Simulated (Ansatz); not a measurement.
Geometry optimisation, Ansatz 0.2.0, RHF/def2-SVP.

The input (input.yaml):

```yaml
crystal:
  periodic: [false, false, false]
  atoms:
    - { symbol: Sn, position_ang: [-0.076967, 0.080886, 0.019176] }
    - { symbol: O, position_ang: [-0.1268, 0.072225, 1.985974] }
    - { symbol: H, position_ang: [-0.960761, 0.169824, 2.422233] }
    - { symbol: H, position_ang: [1.550764, 0.322979, -0.391459] }
    - { symbol: H, position_ang: [-1.03681, 1.408751, -0.485411] }
    - { symbol: H, position_ang: [-0.742562, -1.361962, -0.592516] }
    - { symbol: P, position_ang: [1.804116, -2.813551, 1.294725] }
    - { symbol: H, position_ang: [0.601431, -3.298243, 0.737566] }
    - { symbol: H, position_ang: [2.262632, -2.182933, 0.119287] }
    - { symbol: H, position_ang: [1.244456, -1.664875, 1.901023] }
basis:
  gaussian: { orbitals: def2-SVP }
hamiltonian:
  xc: hf
relax:
  f_tol: 0.03
  max_steps: 50
```

Launched with:

```bash
$ ansatz run input.yaml --threads 1 --pin off --max-ram 2048MiB --backend cpu --events-out ev --progress --plain --runs-dir out
```

Problem. Where does it end, and by what steps?

Solution. It converged. The force dipped under the threshold on the way, but the program's further checks kept it going. After 34 steps the energy has fallen by 0.251 eV; H9 moved furthest, 1.92 Å.

```
step  energy less start (eV)  largest force component (eV/Å)  accepted
   0                  0.0000                           0.467       yes
   2                 -0.1915                           0.348       yes
   4                 -0.2167                           0.919       yes
   6                 -0.2261                           0.048       yes
   8                 -0.2314                           0.220       yes
  10                 -0.2344                           0.117       yes
  12                 -0.2378                           0.123       yes
  14                 -0.2417                           0.063       yes
  16                 -0.2432                           0.091       yes
  18                 -0.2450                           0.091       yes
  20                 -0.2457                           0.079       yes
  22                 -0.2472                           0.099       yes
  24                 -0.2481                           0.078       yes
  26                 -0.2488                           0.059       yes
  28                 -0.2493                           0.088       yes
  30                 -0.2499                           0.009       yes
  32                 -0.2502                           0.073       yes
  34                 -0.2507                           0.002       yes
```

```xyz
10
Properties=species:S:1:pos:R:3
Sn -0.654 0.923 -0.355
O -0.062 -0.100 1.227
H -0.662 -0.201 1.949
H 0.763 1.127 -1.273
H -1.303 2.411 0.180
H -1.836 0.007 -1.180
P 2.106 -3.503 2.144
H 1.487 -4.347 1.194
H 3.258 -3.253 1.365
H 1.420 -2.332 1.760
```

Time of the run: 80 s on 1 thread of Arm Neoverse V1, on a shared host, peak memory 0.19 GiB.
